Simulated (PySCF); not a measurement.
C5H9NSi.
Atom-mapped SMILES: `[CH2:1]=[N:2][SiH:3]1[CH2:4][CH:5]=[CH:6][CH2:7]1`

Structure used (PBE0-D3(BJ)/def2-SVP), in Å, numbered top down from 1:
```xyz
16
C5H9NSi angstrom
C      2.973   -0.578   -0.311
N      1.741   -0.451   -0.550
Si     0.521    0.007    0.634
C     -0.915   -1.226    0.627
C     -2.085   -0.356    0.248
C     -1.878    0.939   -0.036
C     -0.479    1.495    0.027
H      3.441   -0.420    0.687
H      3.677   -0.868   -1.115
H      1.148    0.206    1.986
H     -0.747   -2.026   -0.116
H     -1.070   -1.730    1.596
H     -3.092   -0.786    0.201
H     -2.711    1.591   -0.322
H     -0.131    1.828   -0.967
H     -0.411    2.374    0.690
```

Definitions: NICS(0) = −σiso at the ring centroid; NICS(1) = −σiso and NICS(1)zz = −σzz at ±1 Å along the ring normal z. Level: GIAO PBE/pcSseg-1 (PySCF, non-relativistic, gas phase) on the PBE0-D3(BJ)/def2-SVP geometry, one conformer.

Ring bond lengths (Å): Si3–C4 1.892, C4–C5 1.507, C5–C6 1.341, C6–C7 1.507, C7–Si3 1.893.

Task: What do the NICS probes read (ppm)?

Result: 
```tsv
ring	type	NICS(0)	NICS(1), two faces	NICS(1)zz, two faces	rms pucker (Å)	centre to ring atoms, mean (Å)
Si3–C4–C5–C6–C7	5-membered ring with Si; formal bonds 1 double, 4 single	-1.2	-1.6 / -2.8	-1.1 / -2.4	0.02	1.38
```

Task: What do they say, and how far can they be read as aromaticity?

Result: 
- Si3–C4–C5–C6–C7: mean NICS(1)zz -1.7 ppm, near zero. Si3, C4, C7 have four or more neighbours; no verdict on aromaticity is drawn.

Task: What field does 7.05 T along the ring normal induce along that normal at the first NICS(1) probe listed for ring Si3–C4–C5–C6–C7, 1 Å off the ring?

Result: NICSzz × B0 = -1.1 ppm × 7.05 T = -8 μT, against the applied field.

Task: What are the shieldings of the ring atoms and their hydrogens in the same run (means over atoms taken as equivalent)?

Result: 
```csv
atoms,environment,σ isotropic (ppm)
Si3,SiH silicon,315.0
C4 (×2),sp3 carbon bound to silicon,158.3
C5 (×2),alkene CH carbon,41.1
H10,Si–H hydrogen,26.08
H11 (×2),methylene hydrogen,29.31
H12 (×2),methylene hydrogen,29.40
H13 (×2),vinylic hydrogen,25.09
```

Task: How do the values depend on the level or the medium?

Result: 
```csv
level,"NICS(0), Si3–C4–C5–C6–C7","mean NICS(1)zz, Si3–C4–C5–C6–C7"
"PBE/pcSseg-1, gas",-1.2,-1.7
"PBE0/pcSseg-1, gas",-1.3,-1.8
"PBE0/pcSseg-1, IEF-PCM benzene",-1.3,-1.8
"PBE0/pcSseg-1, IEF-PCM dichloromethane",-1.2,-1.8
```

The geometry is the same throughout; the continuum's cavity takes Bondi-type radii × 1.2.
